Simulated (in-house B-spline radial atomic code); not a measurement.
The potassium ion K²⁺ is squeezed into an impenetrable sphere of radius R (the orbitals vanish at R). No spin polarisation. Caution: exact exchange at fractional occupations of open shells leaves self-interaction of up to several eV. Computed with an all-electron radial atomic-structure program (B-spline basis): non-relativistic B3LYP, spherical fractional occupations, point nucleus.

Energies in eV above the free ion in [Ne] 3s2 3p5:

```
R (bohr)  highest level (eV)  [Ne] 3s2 3p5  [Ne] 3s1 3p6  [Ne] 3s1 3p5 3d1  -dE/dV in [Ne] 3s2 3p5 (GPa)
    8.47               -40.4             0         17.21             43.67                      2.16e-06
    6.27               -40.4      0.000479         17.21              43.7                       0.00318
    5.32               -40.4      0.008348         17.22             43.79                        0.0754
    4.47               -40.3        0.1003         17.32             44.17                          1.24
    3.37                 -39         2.206         19.58             47.71                          45.9
    3.25               -38.5         3.063         20.49             48.89                          68.2
    2.77               -35.1         11.26         29.15             58.99                           340
    2.32               -26.7         37.86          56.8             88.55                          1640
    1.61                24.9         270.3         292.4             323.3                         26100
     1.6                26.5         278.2         300.3               331                         27200
```

Task: Does [Ne] 3s1 3p6 fall below [Ne] 3s2 3p5 under compression?

Result: No, it stays above over the whole range.

Task: Does [Ne] 3s1 3p5 3d1 fall below [Ne] 3s2 3p5 under compression?

Result: No, it stays above over the whole range.

The highest level is first positive in the row R = 1.61 bohr, pushed up by confinement above the zero of the free ion's potential. Each configuration is held fixed and needn't be the lowest in the sphere.
